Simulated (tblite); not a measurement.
Compound: C4H8Si2.
SMILES with atom numbers: `[CH:1]1=[CH:2][SiH2:3][CH:4]=[CH:5][SiH2:6]1` (hydrogens: H7 on C1; H8 on C2; H9, H10 on Si3; H11 on C4; H12 on C5; H13, H14 on Si6)

Computed with GFN2-xTB (tblite), gas phase: Langevin dynamics at 600 K from the optimised GFN2-xTB geometry, time step 0.5 fs, friction 0.01 fs⁻¹, 2000 steps.

Start geometry:
```
atom  x, y, z in Å
C1     -0.096    1.654    0.249
C2      1.149    1.184    0.289
Si3     1.634   -0.617    0.052
C4      0.096   -1.654   -0.255
C5     -1.149   -1.184   -0.294
Si6    -1.635    0.617   -0.053
H7     -0.258    2.718    0.400
H8      1.966    1.878    0.471
H9      2.545   -0.734   -1.100
H10     2.323   -1.105    1.259
H11     0.259   -2.717   -0.409
H12    -1.965   -1.878   -0.479
H13    -2.329    1.105   -1.257
H14    -2.540    0.732    1.104
```

The statistics below take the 31 frames saved every 25 fs from 250 to 1000 fs; their kinetic temperature (all 3N coordinates) averages 538 K.

Problem. How do the bond lengths spread?

Solution. 
```json
{"bond": "C1=C2", "start (Å)": "1.331", "mean (Å)": "1.343", "standard deviation (Å)": "0.027", "shortest (Å)": "1.268", "longest (Å)": "1.404"}
{"bond": "C2–Si3", "start (Å)": "1.880", "mean (Å)": "1.903", "standard deviation (Å)": "0.063", "shortest (Å)": "1.758", "longest (Å)": "2.090"}
{"bond": "Si3–C4", "start (Å)": "1.880", "mean (Å)": "1.902", "standard deviation (Å)": "0.061", "shortest (Å)": "1.768", "longest (Å)": "2.010"}
{"bond": "C4=C5", "start (Å)": "1.331", "mean (Å)": "1.333", "standard deviation (Å)": "0.028", "shortest (Å)": "1.282", "longest (Å)": "1.378"}
{"bond": "C5–Si6", "start (Å)": "1.880", "mean (Å)": "1.900", "standard deviation (Å)": "0.065", "shortest (Å)": "1.786", "longest (Å)": "2.033"}
{"bond": "C1–Si6", "start (Å)": "1.881", "mean (Å)": "1.891", "standard deviation (Å)": "0.038", "shortest (Å)": "1.824", "longest (Å)": "1.968"}
{"bond": "C1–H7", "start (Å)": "1.087", "mean (Å)": "1.093", "standard deviation (Å)": "0.038", "shortest (Å)": "1.026", "longest (Å)": "1.154"}
{"bond": "C2–H8", "start (Å)": "1.087", "mean (Å)": "1.093", "standard deviation (Å)": "0.036", "shortest (Å)": "1.041", "longest (Å)": "1.169"}
{"bond": "Si3–H9", "start (Å)": "1.473", "mean (Å)": "1.488", "standard deviation (Å)": "0.060", "shortest (Å)": "1.398", "longest (Å)": "1.619"}
{"bond": "Si3–H10", "start (Å)": "1.473", "mean (Å)": "1.491", "standard deviation (Å)": "0.046", "shortest (Å)": "1.418", "longest (Å)": "1.637"}
{"bond": "C4–H11", "start (Å)": "1.087", "mean (Å)": "1.095", "standard deviation (Å)": "0.037", "shortest (Å)": "1.018", "longest (Å)": "1.170"}
{"bond": "C5–H12", "start (Å)": "1.087", "mean (Å)": "1.092", "standard deviation (Å)": "0.028", "shortest (Å)": "1.039", "longest (Å)": "1.145"}
{"bond": "Si6–H13", "start (Å)": "1.473", "mean (Å)": "1.494", "standard deviation (Å)": "0.061", "shortest (Å)": "1.381", "longest (Å)": "1.623"}
{"bond": "Si6–H14", "start (Å)": "1.473", "mean (Å)": "1.488", "standard deviation (Å)": "0.062", "shortest (Å)": "1.385", "longest (Å)": "1.642"}
```

Problem. Give the same statistics for bond angles, one of each kind among heavy atoms.

Solution. 
```tsv
angle	start (°)	mean (°)	standard deviation (°)	smallest (°)	largest (°)
C2–C1–Si6	125.2	123.5	5.8	110.2	133.7
C2–Si3–C4	109.7	106.6	4.9	94.5	115.9
```

Problem. How far does each atom move about its mean position (frames aligned on the start, all atoms weighted alike), and what rms force does it feel?

Solution. 
```json
{"atom": "C1", "rms displacement (Å)": "0.23", "rms force (eV/Å)": "2.36"}
{"atom": "C2", "rms displacement (Å)": "0.24", "rms force (eV/Å)": "2.40"}
{"atom": "Si3", "rms displacement (Å)": "0.26", "rms force (eV/Å)": "2.10"}
{"atom": "C4", "rms displacement (Å)": "0.24", "rms force (eV/Å)": "2.32"}
{"atom": "C5", "rms displacement (Å)": "0.25", "rms force (eV/Å)": "2.29"}
{"atom": "Si6", "rms displacement (Å)": "0.25", "rms force (eV/Å)": "2.04"}
{"atom": "H7", "rms displacement (Å)": "0.49", "rms force (eV/Å)": "1.24"}
{"atom": "H8", "rms displacement (Å)": "0.50", "rms force (eV/Å)": "1.12"}
{"atom": "H9", "rms displacement (Å)": "0.74", "rms force (eV/Å)": "1.01"}
{"atom": "H10", "rms displacement (Å)": "0.75", "rms force (eV/Å)": "0.78"}
{"atom": "H11", "rms displacement (Å)": "0.50", "rms force (eV/Å)": "1.33"}
{"atom": "H12", "rms displacement (Å)": "0.51", "rms force (eV/Å)": "0.97"}
{"atom": "H13", "rms displacement (Å)": "0.76", "rms force (eV/Å)": "1.02"}
{"atom": "H14", "rms displacement (Å)": "0.77", "rms force (eV/Å)": "1.09"}
```

The displacements run from 0.23 to 0.77 Å, the largest at H14.

Problem. How widely does the potential energy scatter, against a harmonic estimate?

Solution. Mean 0.94 eV above the start, standard deviation 0.236 eV, range 0.43 to 1.38 eV. For 36 classical harmonic modes at 600 K the canonical values are 36kT/2 = 0.93 eV and kT·√(36/2) = 0.219 eV.

The run is classical and short, so these are rough statistics of one trajectory.

The cost below is that of the whole dynamics run. On an Intel Xeon Platinum 8488C with one thread, on a shared host, this took 22 s of wall time and 0.18 GiB of memory at its peak.
